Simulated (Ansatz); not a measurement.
Start from `O[SiH](F)[SiH2]S` and change one atom or group to get `O[SiH](F)[SiH3]`.

Ansatz, PBE0-D4/def2-TZVP geometries, multiplicity 1. Each molecule was computed in one conformer, which needn't be the lowest.

```csv
property,`O[SiH](F)[SiH2]S`
size of the dipole moment (ωB97M-V/def2-TZVPP) / D,1.01
HOMO–LUMO gap (ωB97M-V/def2-TZVPP) / eV,10.56
LUMO energy (PBE0/def2-TZVPP) / eV,-0.80
LUMO energy (ωB97M-V/def2-TZVPP) / eV,0.95
HOMO energy (PBE0/def2-TZVPP) / eV,-7.54
LUMO energy (PBE/def2-TZVPP) / eV,-1.62
```

**Question.** What does the change do to each property? (Best estimate.)

**Answer.** Ansatz gave: 
| property | `O[SiH](F)[SiH3]` | shift |
| --- | --- | --- |
| size of the dipole moment (ωB97M-V/def2-TZVPP) / D | 1.44 | 0.43 |
| HOMO–LUMO gap (ωB97M-V/def2-TZVPP) / eV | 11.81 | 1.25 |
| LUMO energy (PBE0/def2-TZVPP) / eV | -0.25 | 0.55 |
| LUMO energy (ωB97M-V/def2-TZVPP) / eV | 1.43 | 0.48 |
| HOMO energy (PBE0/def2-TZVPP) / eV | -8.30 | -0.76 |
| LUMO energy (PBE/def2-TZVPP) / eV | -1.10 | 0.52 |

With PBE0 the HOMO falls by 0.76 eV and the LUMO rises by 0.55 eV, so the gap widens by about 1.31 eV. PBE moves the HOMO by -0.70 eV and ωB97M-V by -0.75 eV. Dipoles are sizes alone; their direction can turn.
